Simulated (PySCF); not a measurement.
Run record: geometry optimisation, 3-(aminomethyl)pyridine (`c1(CN)cccnc1`).

Computed with PBE0-D3(BJ)/def2-SVP geometry optimisation, gas phase (PySCF 2.14.0). Start geometry: GFN2-xTB. A driver script takes a list of jobs; this job's settings line and coordinates (Å) are shown.

Input:
```
{"job": {"xc": "PBE0", "basis": "def2-SVP", "d3": "d3bj", "grid": 2, "kind": "geom"}, "charge": 0, "multiplicity": 1}
N     -2.552392     0.098194    -0.307234
C     -1.555152     0.755188     0.529266
C     -0.160466     0.223008     0.314798
C      0.662621     0.729506    -0.685461
C      1.909869     0.163554    -0.888434
C      2.287928    -0.899646    -0.081759
N      1.514257    -1.397244     0.867317
C      0.327451    -0.849852     1.055396
H     -2.575093    -0.896539    -0.106482
H     -2.313175     0.208368    -1.287720
H     -1.587061     1.824334     0.300264
H     -1.853678     0.613190     1.571366
H      0.328991     1.561723    -1.291134
H      2.573695     0.539448    -1.652054
H      3.252587    -1.376185    -0.196830
H     -0.267981    -1.288104     1.847290
```

What does the run print?

```
step   0  E = -342.30753919  max force = 0.011143
step   1  E = -342.30905181  max force = 0.002483
step   2  E = -342.30907427  max force = 0.000596
step   3  E = -342.30907057  max force = 0.001295
step   4  E = -342.30907791  max force = 0.000260
optimisation converged
```

Energies in Eh; «max force» is the largest Cartesian gradient component in Eh/bohr.

How much energy does the optimisation release, in eV?

E(step 0) − E(last step) = 0.001539 Eh, which is 0.042 eV.

Give the first gradient maximum in eV/Å.

With 1 Eh/bohr = 51.422 eV/Å, 0.573 eV/Å.

In short: final energy -342.30908 Eh after 4 steps; dipole 1.92 D.

Time: 42 s; peak memory 0.73 GiB. Hardware: Arm Neoverse V2, one thread, no GPU, shared host with 96 logical CPUs at a one-minute load of 23.
Labels such as C1 count atoms from 1, the log's own numbers from 0.
